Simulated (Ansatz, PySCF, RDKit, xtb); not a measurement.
Pair of molecules: CH4O (SMILES CO) (first 6 atoms) with CH3Cl (SMILES CCl); geometry from B3LYP-D3(BJ)/def2-TZVP, rigid monomers moved along the line of their centres of mass till H6···Cl8 is 2.88 Å.
(charge 0, multiplicity 1):
| atom | x (Å) | y (Å) | z (Å) |
|---|---|---|---|
| C | -0.5214 | -0.4572 | -0.3172 |
| O | 0.1351 | 0.7332 | 0.0935 |
| H | 0.1623 | -1.1503 | -0.8191 |
| H | -1.2980 | -0.1669 | -1.0238 |
| H | -0.9915 | -0.9787 | 0.5242 |
| H | 0.7973 | 0.4967 | 0.7548 |
| C | -0.4852 | 0.9966 | 3.7045 |
| Cl | 0.9935 | -0.0262 | 3.5753 |
| H | -0.2473 | 1.8472 | 4.3354 |
| H | -0.7515 | 1.3132 | 2.7006 |
| H | -1.2695 | 0.3930 | 4.1503 |

Interaction energies are E(AB) − E(A) − E(B) at the monomers' geometry in the complex; basis-set methods are counterpoise corrected.

Codes used: Ansatz (a first-principles code) with Gaussian orbitals; PySCF for the dispersion terms; RDKit for the force fields; xtb for the GFN methods. Values without a source in brackets are computed.

Task: Estimate the interaction energy that GFN2-xTB returns for this input.

Result: -113 meV

Task: What is the computed interaction energy (r2SCAN-D3(BJ)/def2-TZVPPD)?

Result: -150 meV

Task: Give the interaction energy at the level MMFF94.

Result: -96 meV
